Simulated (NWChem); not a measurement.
Species: C$_{2}$H$_{4}$FNOSi; SMILES C1=C[Si@@](N)(O1)F

```xyz
10

N      1.2482    -1.4667     0.1818
Si     0.0142    -0.3439    -0.0878
F     -1.3415    -1.2152    -0.1933
C      0.2633     1.1623    -1.0870
C     -0.0096     1.8000     0.0749
O     -0.2678     0.9200     1.0872
H      2.2254    -1.2043     0.1725
H      1.0800    -2.3588     0.6305
H      0.5099     1.5802    -2.0589
H     -0.0571     2.8670     0.3269
```
Atoms are numbered in this order, from 1.

All runs: NWChem. Pople sets run with spherical d functions. Geometry: optimised at PBE0/def2-SVP. Level M06-L/6-31G*: energy and gradient on several grids; changes count from the extra-fine grid, which is no exact limit either.

```
grid     size of the energy change (μHa)  largest change of a gradient component (μHa/bohr)  time, medium = 1 (rough)
-------  -------------------------------  -------------------------------------------------  ------------------------
xcoarse                             8000                                               6000                   about 1
coarse                              2000                                               1000                   about 1
medium                                50                                                300                   about 1
fine                                < 10                                                 70                   about 1
xfine                               < 10                                               < 30                         3
```
